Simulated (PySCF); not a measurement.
# MP2, SCS-MP2 and SOS-MP2 from spin components

System: H6O2Si2 (SMILES O[SiH](O)[SiH3]), singlet, geometry from GFN2-xTB. Level: MP2/cc-pVDZ (PySCF). Sums are taken with unrounded values, so a last digit can differ.

The PySCF input:
```python
from pyscf import gto, scf, mp

mol = gto.Mole()
mol.atom = '''
    Si   -0.46164674   -0.44306302   -0.15681159
    O    -0.67562495   -0.71507742    1.44137797
    O    -1.65828690    0.49085556   -0.76770858
    Si    1.62444694    0.50601311   -0.20381269
    H    -0.75219007   -1.65456852   -0.91999966
    H    -1.49423700   -1.06241303    1.78760155
    H    -1.78329412    1.39997123   -0.51203392
    H     1.67960722    1.86166147    0.36944391
    H     2.62653697   -0.28426221    0.51489537
    H     2.11566885    0.65208469   -1.58052247
'''
mol.basis = 'cc-pvdz'
mol.verbose = 4
mol.max_memory = 1800
mol.build()

mf = scf.RHF(mol)
mf.kernel()

pt = mp.MP2(mf, frozen=12)
pt.kernel()
print('E(MP2) = %.10f' % pt.e_tot)
```

It gave an SCF energy of -731.159098 Eh, a same-spin correlation energy of -0.134561 Eh and an opposite-spin one of -0.440382 Eh.

**Question.** Work out the MP2, SCS-MP2 (6/5 and 1/3) and SOS-MP2 (1.3 and 0) correlation and total energies.

**Answer.** MP2: -0.440382 + (-0.134561) = -0.574942 Eh, total -731.734040 Eh, as the program printed. SCS-MP2: 1.2 × (-0.440382) + (-0.134561)/3 = -0.573311 Eh, total -731.732409 Eh. SOS-MP2: 1.3 × (-0.440382) = -0.572496 Eh, total -731.731594 Eh. Opposite spins carry 77 % of the MP2 correlation; same-spin pairs are already kept apart by exchange.
